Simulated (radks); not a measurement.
Problem. The oxygen anion O2-, [Ne], held by a Watson sphere: a shell of charge +2 at radius R that stands for the Madelung well of a crystal (potential energy -2/R inside, -2/r outside, in hartree with lengths in bohr). All-electron calculation, scalar-relativistic Kohn-Sham, LB94 model potential, spin-polarised, spherical densities, point nucleus. Program: a radial shooting solver on a logarithmic mesh with Libxc functionals. Response by self-consistent Sternheimer equations with the Hartree and adiabatic LDA kernel, the relativistic mass of each level held fixed and spin-orbit coupling left out. The sphere does not respond.

| R (bohr) | e(1s) (eV) | e(2s) (eV) | e(2p) (eV) | <r> 2p (bohr) | sum of <r^2> (bohr^2) | X-ray form factor at sin(theta)/lambda = 0.1 1/angstrom | alpha (bohr^3) |
|---|---|---|---|---|---|---|---|
| 1.64 | -533.16 | -29.018 | -14.753 | 1.377 | 18.61 | 8.780 | 9.052 |
| 2.22 | -532.25 | -25.649 | -11.914 | 1.498 | 22.09 | 8.599 | 15.26 |
| 2.27 | -532.13 | -25.408 | -11.698 | 1.507 | 22.37 | 8.585 | 15.93 |
| 2.79 | -530.91 | -23.265 | -9.708 | 1.592 | 25.14 | 8.461 | 24.30 |
| 3.35 | -529.65 | -21.542 | -8.020 | 1.666 | 27.93 | 8.357 | 36.80 |

Estimate the row for R = 2.35 bohr.

Solution. e(1s) (eV) -531.95; e(2s) (eV) -25.035; e(2p) (eV) -11.361; <r> 2p (bohr) 1.522; sum of <r^2> (bohr^2) 22.81; X-ray form factor at sin(theta)/lambda = 0.1 1/angstrom 8.564; alpha (bohr^3) 17.04.
